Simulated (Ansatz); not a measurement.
Cartesian coordinates in Å:
```
Si -0.7944 0.5284 -1.9065
C -0.0576 0.0121 -0.2881
C 0.8530 -0.9136 0.0532
C 0.8145 -0.6162 1.5258
C -0.2421 0.4622 1.1547
H -2.2720 0.3477 -1.8937
H -0.5201 1.9668 -2.1746
H -0.2117 -0.2920 -3.0010
H 1.4221 -1.6307 -0.5301
H 1.7417 -0.2282 1.9571
H 0.4478 -1.4244 2.1650
H -1.2381 0.2953 1.5730
H 0.0567 1.4924 1.3652
```

The species carries charge 0 and has multiplicity 1.

(1) List the PBE0/def2-TZVPP orbital energies in eV (Ansatz 0.2.0). (An estimate is asked.)

## Answers

(1) Computed: Occupied: -1802.28, -278.45, -278.35, -278.32, -278.14, -144.64, -99.29, -99.29, -99.28, -24.25, -18.61, -18.22, -15.38, -14.35, -13.08, -12.34, -11.07, -10.28, -9.67, -9.50, -9.23, -8.41, -7.32. Lowest empty: -0.23, 0.93, 1.25, 1.64, 1.83, 2.05, 2.52, 2.72.
